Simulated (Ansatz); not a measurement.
Ansatz (an electronic-structure program) input:
A basis named .json is the Basis Set Exchange file of that set.

Ansatz 0.2 input:
```yaml
crystal:
  periodic: [false, false, false]
  atoms:
    - {symbol: B, position_ang: [-0.44123186, 0.03388884, -0.00108133]}
    - {symbol: F, position_ang: [-1.19332490, -1.04442578, -0.00264734]}
    - {symbol: F, position_ang: [-1.01983476, 1.21440764, -0.00277648]}
    - {symbol: Cl, position_ang: [1.30144684, -0.09995770, 0.00318947]}
basis:
  gaussian:
    orbitals: cc-pV_Q+d_Z.json
magnetization: {spin_polarized: false}
correlation: {method: ccsd_t, electrons: outside_noble_gas}
```

Task: Which total energy does the run end on?

Result: -684.25844 Eh (CCSD(T)/cc-pV(Q+d)Z). The basis has 229 functions.
